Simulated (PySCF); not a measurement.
## Computed properties of H10Si4, SMILES [SiH3][SiH2][SiH2][SiH3]

tetrasilane (H10Si4), SMILES [SiH3][SiH2][SiH2][SiH3]. Coordinates come from a ωB97X-D3(BJ)/def2-SVP optimisation. Other conformers were not sampled. All values are computed for the isolated molecule unless a solvent is named; none is compared with measurement here.

**Structure.** The optimised structure has C2 symmetry. All 36 harmonic modes at ωB97X-D3(BJ)/def2-SVP (PySCF) are real, so it is a minimum. With heavy atoms numbered as in [SiH3:1][SiH2:2][SiH2:3][SiH3:4], the shortest bond between them is Si2–Si3 at 2.333 Å and the longest Si1–Si2 at 2.335 Å.

**Vibrations.** The strongest infrared lines (harmonic, unscaled, degenerate partners summed) lie at 895 cm⁻¹ (382 km/mol, H 92 %, Si 8 %), 2251 cm⁻¹ (275 km/mol, H 96 %), 2253 cm⁻¹ (240 km/mol, H 96 %). The softest mode is at 35 cm⁻¹ and the zero-point energy is 53.3 kcal/mol.

**Electronic structure.** ωB97X/def2-TZVP (PySCF) places the frontier levels at -10.08 and 1.64 eV, a gap of 11.72 eV, and gives a dipole moment of 0.23 D and a mean polarisability of 117.2 bohr³.

**Excitations.** TDA-B3LYP/def2-SVPD (PySCF) has S1 at 6.48 eV (191 nm, f = 0.031, weak); the most intense of the 10 singlets computed lies at 6.95 eV (f = 0.39). T1 (TDA) is at 5.73 eV, 0.75 eV under S1. No vertical singlet excitation falls in the visible range (under 3.1 eV).

**NMR.** GIAO shifts at PBE0/pcSseg-1 (PySCF) (non-relativistic, atoms alike by connectivity averaged): ¹H at 3.9 ppm against TMS; ²⁹Si from -117.0 to -106.5 ppm against TMS.
